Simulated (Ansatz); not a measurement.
Frontier orbitals of ClGeH3, SMILES `[Cl][GeH3]`.

Charge 0, multiplicity 1. Correlated methods include outer-core shells of Ge, which these sets cover unevenly. Scalar relativity is left out up to krypton. The geometry is a stationary point of PBE0-D4/def2-TZVP. Basis def2-TZVPP, Ansatz.

```tsv
functional	HOMO (eV)	LUMO (eV)	gap (eV)
PBE	-7.39	-1.21	6.18
revPBE	-7.36	-1.10	6.26
PBE0	-8.78	-0.29	8.49
BHLYP	-10.03	0.64	10.67
ωB97M-V	-11.02	1.64	12.66
```

Task: What is the vertical ionisation energy at frozen-core CCSD(T)/def2-TZVPP? (An estimate is asked.)

Result: The calculation gave: 11.37 eV (T1 of the cation 0.030).

A quarter of exact exchange (PBE0) shifts PBE's HOMO by −1.39 eV and its LUMO by +0.92 eV; full exchange at long range (ωB97M-V) shifts them by −3.63 and +2.84 eV. The gap opens from 6.18 to 12.66 eV, since occupied levels lose self-interaction and empty ones feel all the electrons. A positive LUMO is unbound and depends on the basis. −ε(HOMO) differs from that ionisation energy by −3.98 eV with PBE and −0.35 eV with ωB97M-V.
